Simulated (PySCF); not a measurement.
## Ionisation energy of Kr by level of theory

Kr [Kr] (1S) → Kr⁺ [Ar] 3d10 4s2 4p5 (2P), as a difference of total energies. All numbers are calculated (PySCF 2.14, scalar relativity by spin-free X2C-1e, in aug-cc-pVDZ-DK (6s5p3d, 36 functions)). Correlated levels: valence: [Ar] 3d10 frozen. The calculations carry no spin-orbit coupling.

```tsv
method	ionisation energy (eV)	plus first-order spin-orbit estimate	error of that sum (eV)
UHF	13.180	12.968	-1.032
LDA	14.404	14.192	+0.192
PBE	14.115	13.902	-0.098
PBE0	14.169	13.957	-0.043
r2SCAN	14.259	14.046	+0.046
B3LYP	14.224	14.012	+0.012
r2SCANh	14.257	14.045	+0.045
MN15	14.044	13.831	-0.169
LC-wPBE	14.184	13.972	-0.028
MP2 (valence)	13.979	13.766	-0.234
SCS-MP2 (valence)	13.900	13.688	-0.312
```

Reference: 14.000 eV (measured; NIST Atomic Spectra Database, ionization energies).

A first-order spin-orbit estimate (lowest level to lowest level, LS coupling) adds -0.212 eV.

Errors of the correlated levels include the incompleteness of this basis and the frozen core.
